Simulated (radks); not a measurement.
Results of a calculation; reference values are marked as such.
All-electron atom: Pd I in [Kr] 4d10. Level of theory: scalar-relativistic Kohn-Sham, PBE, spin-polarised, spherical densities, point nucleus (a radial shooting solver on a logarithmic mesh with Libxc functionals).

Unscreened Slater integrals over Kohn-Sham orbitals (cm^-1). They are taken over the spin-up orbitals.

| integral | value |
|---|---|
| F0(4d,4d) | 128070 |
| F2(4d,4d) | 60941 |
| F4(4d,4d) | 39013 |
| F0(4d,4p) | 151460 |
| F2(4d,4p) | 71109 |
| G1(4d,4p) | 88038 |
| G3(4d,4p) | 53254 |
| F0(4d,4s) | 156170 |
| G2(4d,4s) | 63215 |
| F0(4p,4p) | 189310 |
| F2(4p,4p) | 98980 |
| F0(4p,4s) | 198120 |
| G1(4p,4s) | 134110 |
| F0(4s,4s) | 208390 |
